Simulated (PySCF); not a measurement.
Geometry:
```csv
atom,x (Å),y (Å),z (Å)
Al1,0.618,1.077,0.000
H2,2.195,1.009,0.044
H3,-0.223,2.412,-0.041
N4,-0.274,-0.465,-0.014
C5,-0.869,-1.509,0.000
O6,-1.447,-2.524,0.012
```

Theoretical values (PySCF 2.14.0 with density-fitted response routines): geometry: PBE0-D3(BJ)/def2-SVP, GIAO B3LYP/pcSseg-1 (pcSseg-2 on Al) shieldings. Non-relativistic, a single conformation, gas phase, fast rotation and ring inversion assumed for equivalent nuclei.

Referencing at the same level of theory: TMS for $^{13}$C (σ = 179.24 ppm) and $^{1}$H (σ = 31.38 ppm); [Al(H2O)6]3+ for $^{27}$Al (σ = 571.15 ppm); NH3 for $^{15}$N (σ = 263.54 ppm); H2O for $^{17}$O (σ = 334.04 ppm).

| atoms | nucleus | count | δ (ppm) |
| --- | --- | --- | --- |
| C5 | $^{13}$C | 1 | 128.8 |
| N4 | $^{15}$N | 1 | ? |
| H2/H3 | $^{1}$H | 2 | ? |
| Al1 | $^{27}$Al | 1 | 201.7 |
| O6 | $^{17}$O | 1 | 147.0 |

Estimate the values marked ?.

## Answers


- H2/H3: 4.59 ppm, hydrogen on an aluminium bonded to N
- N4: 68.4 ppm, nitrogen bonded to C, Al

Hydrides on Al or Ga are broadened by the quadrupolar metal nucleus. Shifts are as computed, not scaled to solution data. Of 1211 compounds with measured shifts, 218 miss one by over three times the rms of a fit or turn the order of signals round; such compounds aren't used in these exercises. Experimental scales use liquid or dissolved standards, which lie at an offset from isolated NH3 (liquid NH3: subtract about 20 ppm) and H2O (liquid H2O: subtract about 36 ppm).
